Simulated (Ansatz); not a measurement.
The cluster SiTe₄, relaxed as a singlet with RKS r2SCAN-D4/def2-SVP in Ansatz, starting from the GFN2-xTB geometry. Force threshold 0.02 eV/Å.

In the def2 sets Te takes a core potential; there is no spin–orbit coupling. Another isomer (singlet) lies 0.12 eV lower at PBE0-D4/def2-TZVP; other spin states weren't run for this one.

Start:

```tsv
atom	x (Å)	y (Å)	z (Å)
Si1	0.793	-1.232	0.801
Te2	-1.258	-0.811	-0.904
Te3	2.045	0.965	0.027
Te4	-1.554	-0.395	1.756
Te5	-0.026	1.473	-1.681
```

**Question.** Estimate the energy that the relaxation releases and the steps that it takes.

**Answer.** 0.06 eV, in 6 steps; 19 s on 4 threads of Arm Neoverse V1 on a shared host. No frequencies were taken in this run, so the end may be a saddle point.

**Question.** Does the start keep its bonding?

**Answer.** By distances, no bond broke or formed. The bond that changes most is Te2–Te5, from 2.71 to 2.81 Å (atoms count from 1).

**Question.** Predict the relaxed structure.

**Answer.** 
```xyz
5

Si    0.791   -1.261    0.814
Te   -1.318   -0.799   -0.890
Te    2.018    1.004    0.055
Te   -1.528   -0.441    1.796
Te    0.038    1.498   -1.775
```
Bond lengths: 3 × Si–Te 2.65 to 2.75 Å; 3 × Te–Te 2.72 to 2.81 Å.
